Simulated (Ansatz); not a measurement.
A run of Ansatz (development build ahead of 0.2.0) on singlet C₁₂H₁₂ at this shape:

```xyz
24

C     2.7239    0.0000    0.0000
C     2.3590    1.3620    0.0000
C     1.3620    2.3590    0.0000
C     0.0000    2.7239    0.0000
C    -1.3620    2.3590    0.0000
C    -2.3590    1.3620    0.0000
C    -2.7239    0.0000    0.0000
C    -2.3590   -1.3620    0.0000
C    -1.3620   -2.3590    0.0000
C     0.0000   -2.7239    0.0000
C     1.3620   -2.3590    0.0000
C     2.3590   -1.3620    0.0000
H     3.8089    0.0000    0.0000
H     3.2986    1.9045    0.0000
H     1.9045    3.2986    0.0000
H     0.0000    3.8089    0.0000
H    -1.9045    3.2986    0.0000
H    -3.2986    1.9045    0.0000
H    -3.8089    0.0000    0.0000
H    -3.2986   -1.9045    0.0000
H    -1.9045   -3.2986    0.0000
H     0.0000   -3.8089    0.0000
H     1.9045   -3.2986    0.0000
H     3.2986   -1.9045    0.0000
```

Its results:

- Converged: yes
- Total energy: -463.77950 hartree
- Spin squared of the determinant: 0.000
- Stability test: minimum among restricted orbitals

Question: Which input gives this output? Name the method, the orbitals and the basis set, and write the input.

Answer: PBE0 (restricted) in def2-TZVP. An unrestricted run that stays on the closed shell gives the same numbers.

```yaml
crystal:
  periodic: [false, false, false]
  atoms:
    - { symbol: C, position_ang: [2.72391, 0.0, 0.0] }
    - { symbol: C, position_ang: [2.35898, 1.36196, 0.0] }
    - { symbol: C, position_ang: [1.36196, 2.35898, 0.0] }
    - { symbol: C, position_ang: [0.0, 2.72391, 0.0] }
    - { symbol: C, position_ang: [-1.36196, 2.35898, 0.0] }
    - { symbol: C, position_ang: [-2.35898, 1.36196, 0.0] }
    - { symbol: C, position_ang: [-2.72391, 0.0, 0.0] }
    - { symbol: C, position_ang: [-2.35898, -1.36196, 0.0] }
    - { symbol: C, position_ang: [-1.36196, -2.35898, 0.0] }
    - { symbol: C, position_ang: [0.0, -2.72391, 0.0] }
    - { symbol: C, position_ang: [1.36196, -2.35898, 0.0] }
    - { symbol: C, position_ang: [2.35898, -1.36196, 0.0] }
    - { symbol: H, position_ang: [3.80891, 0.0, 0.0] }
    - { symbol: H, position_ang: [3.29861, 1.90446, 0.0] }
    - { symbol: H, position_ang: [1.90446, 3.29861, 0.0] }
    - { symbol: H, position_ang: [0.0, 3.80891, 0.0] }
    - { symbol: H, position_ang: [-1.90446, 3.29861, 0.0] }
    - { symbol: H, position_ang: [-3.29861, 1.90446, 0.0] }
    - { symbol: H, position_ang: [-3.80891, 0.0, 0.0] }
    - { symbol: H, position_ang: [-3.29861, -1.90446, 0.0] }
    - { symbol: H, position_ang: [-1.90446, -3.29861, 0.0] }
    - { symbol: H, position_ang: [0.0, -3.80891, 0.0] }
    - { symbol: H, position_ang: [1.90446, -3.29861, 0.0] }
    - { symbol: H, position_ang: [3.29861, -1.90446, 0.0] }
basis:
  gaussian: { orbitals: def2-TZVP }
hamiltonian:
  xc: pbe0
```

Caution: in another basis set an unrestricted determinant lies well below.
